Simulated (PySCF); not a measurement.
thiooxirane (C$_{2}$H$_{4}$S), singlet, geometry from GFN2-xTB. Base run: MP2/3-21G (PySCF).

Here is a job for PySCF.
```python
from pyscf import gto, scf, mp

mol = gto.M(
    atom='''
C     0.011731   -0.727088   -0.798507
S     0.002623   -0.013849    0.853379
C    -0.016566    0.752614   -0.774407
H    -0.888815   -1.259810   -1.072144
H     0.930506   -1.224936   -1.077171
H     0.882335    1.294024   -1.036144
H    -0.936987    1.259150   -1.031117
''',
    basis='3-21g',
    charge=0,
    spin=0,
    verbose=4,
)

mf = scf.RHF(mol)
mf.kernel()

pt = mp.MP2(mf, frozen=7)
pt.kernel()
print('E(MP2) = %.10f' % pt.e_tot)
mf.analyze()
```

Each row names what was changed in the base input (with any setting that the change needs).

| change | basis functions | E (Eh) | MP2 correlation (Eh) | SCF-reference HOMO (eV) | SCF-reference HOMO-LUMO gap (eV) | SCF-reference dipole (D) |
|---|---|---|---|---|---|---|
| base | 39 | -473.38529 | -0.23714 | -9.53 | 14.21 | 2.25 |
| basis = 6-31G | 39 | -475.70534 | -0.23449 | -9.49 | 13.98 | 2.43 |
| basis = 6-31G* | 54 | -475.92326 | -0.37868 | -9.33 | 13.82 | 2.23 |
| basis = cc-pVDZ | 66 | -475.98260 | -0.41191 | -9.33 | 13.88 | 2.10 |
| basis = pc-1 | 66 | -475.93717 | -0.41054 | -9.44 | 13.64 | 2.24 |
| basis = pcseg-1 | 66 | -475.91731 | -0.40763 | -9.47 | 13.41 | 2.22 |
| basis = 6-31G** | 66 | -475.95518 | -0.40362 | -9.32 | 13.81 | 2.24 |
| basis = cc-pV(D+d)Z | 71 | -475.98822 | -0.41356 | -9.32 | 13.81 | 2.05 |
| basis = def2-SVPD | 99 | -475.81854 | -0.42949 | -9.43 | 11.97 | 2.15 |
| basis = aug-cc-pVDZ | 109 | -476.00834 | -0.43132 | -9.39 | 10.41 | 2.18 |
| basis = aug-pcseg-1 | 109 | -475.94147 | -0.42447 | -9.42 | 10.29 | 2.17 |
| basis = 6-311+G(2d,p) | 113 | -476.04851 | -0.45342 | -9.39 | 11.28 | 2.13 |
| basis = pc-2 | 150 | -476.10911 | -0.50330 | -9.39 | 12.44 | 2.17 |

Totals compare only among sets that treat the same electrons; sets with core potentials leave the core out.
